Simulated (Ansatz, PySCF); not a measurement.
Molecule: C₃H₁₁NSi (charge 0, singlet). SMILES: C[Si](C)(C)N
Geometry from a B3LYP-D3(BJ)/def2-TZVP (Ansatz, a first-principles code) optimisation:
```xyz
16

Si     0.0046    -0.0128     0.0230
C      1.6946     0.3213    -0.7340
C     -0.9779    -1.0880    -1.1561
C     -0.8480     1.6271     0.3322
N      0.0674    -0.8479     1.5408
H      1.6070     0.8484    -1.6879
H      2.2356    -0.6104    -0.9179
H      2.3095     0.9349    -0.0708
H     -1.0513    -0.6230    -2.1421
H     -1.9898    -1.2566    -0.7830
H     -0.5035    -2.0638    -1.2908
H     -1.8590     1.4776     0.7158
H     -0.9156     2.2133    -0.5872
H     -0.2982     2.2277     1.0617
H      0.3927    -0.3722     2.3684
H      0.3233    -1.8227     1.5732
```
Charge 0, spin multiplicity 1.

Quantity: atomisation energy (electronic, to ground-state atoms), in kJ/mol. Cores are frozen in the correlated levels unless marked. Open shells are spin-unrestricted. No spin-orbit coupling. Non-relativistic. The coupled-cluster limit lacks core correlation, which all-electron functionals hold. CBS marks a two-point X^-3 extrapolation of the correlation energy; Hartree-Fock from the larger set. [CCSD(T)-MP2]/basis is that difference in the basis named.

```csv
level,program,atomisation energy (kJ/mol),minus last row,rough core time
HF/6-31G*,Ansatz,4431.9,-1573.0,-
HF-D3(BJ)/def2-TZVPD,PySCF + dftd3,4730.3,-1274.6,-
PBE-D3(BJ)/def2-TZVPD,Ansatz + dftd3,6055.6,50.7,under 20 s
revPBE-D3(BJ)/def2-TZVPD,Ansatz + dftd3,5924.8,-80.1,under 20 s
r2SCAN-D3(BJ)/def2-TZVPD,Ansatz + dftd3,5990.9,-14.0,under 20 s
B3LYP-D4/def2-TZVPD,Ansatz + dftd4,6002.5,-2.4,under 20 s
PBE0/6-31G*,Ansatz,5928.6,-76.3,under 20 s
TPSSh/def2-TZVPD,PySCF,5998.0,-6.9,-
CAM-B3LYP-D3(BJ)/def2-TZVPD,Ansatz + dftd3,6023.8,18.9,27 s
B2GP-PLYP-D3(BJ)/def2-TZVPD,Ansatz + dftd3,5923.0,-81.9,30 s
PBE-QIDH/def2-TZVPD,Ansatz,5932.7,-72.2,30 s
RI-MP2/aug-cc-pV(T+d)Z,Ansatz,5917.4,-87.5,22 s
"RI-MP2/CBS(cc-pV(T+d)Z,cc-pV(Q+d)Z)",Ansatz,6036.1,31.2,60 s
SCS-MP2/aug-cc-pV(D+d)Z,Ansatz,5633.0,-371.9,-
CCSD(T)/6-31G*,Ansatz,5384.2,-620.7,under 20 s
CCSD(T)/aug-cc-pV(D+d)Z,Ansatz,5601.2,-403.7,2.1 min
CCSD(T)/cc-pV(T+d)Z,Ansatz,5854.1,-150.8,6 min
CCSD(T)/cc-pVTZ,Ansatz,5842.0,-162.9,7 min
CCSD(T)/cc-pwCVTZ,Ansatz,5860.6,-144.3,-
"RI-MP2/CBS(cc-pV(T+d)Z,cc-pV(Q+d)Z)+[CCSD(T)-MP2]/cc-pV(D+d)Z",Ansatz,6005.0,0.1,80 s
"RI-MP2/CBS(cc-pV(T+d)Z,cc-pV(Q+d)Z)+[CCSD(T)-MP2]/cc-pV(T+d)Z",Ansatz,6004.9,0.0,7 min
```

Core times are rough, on shared machines, summed over the molecules involved; a dash marks a level read off another run, or run on other hardware, by another program or under a memory cap.
